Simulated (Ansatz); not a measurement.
Two isomers of C2H8O2Si: A = `CC[SiH](O)O`, B = `C[SiH2]OCO`.

Calculated with Ansatz (gas phase, PBE0-D4/def2-TZVP geometries, no zero-point term in ΔE). CBS: MP2 limit from def2 TZ/QZ plus the TZ coupled-cluster correction, frozen cores. Functionals use def2-TZVPP. B3LYP here is the variant with VWN-RPA as its local correlation; programs differ in this. One conformer a species, not always the lowest.

(1) Which isomer does CCSD(T)/CBS put lower? Give the gap. (Best estimate.)

(2) Give E(B) − E(A) in kJ/mol with PBE-D4, PBE0-D4, MP2/def2-TZVPP, CCSD/def2-TZVPP, r2SCAN-D4, B2PLYP, B3LYP-D4. (Estimate.)

Largest T1 diagnostic: 0.011.

## Answers

(1) Computed: A, by 208.6 kJ/mol.

(2) Computed: PBE-D4 191.1, PBE0-D4 196.9, MP2/def2-TZVPP 214.4, CCSD/def2-TZVPP 203.3, r2SCAN-D4 200.1, B2PLYP 201.6, B3LYP-D4 196.5. None reverses the order clearly.

From PBE to PBE0 (25 % exact exchange), in def2-TZVPP and without D4, E(B) − E(A) moves by +6.0 kJ/mol. In def2-TZVPP, CCSD(T) changes the Hartree–Fock value by +8.7 kJ/mol (the triples alone add −0.6 kJ/mol) and MP2 by +20.3 kJ/mol.
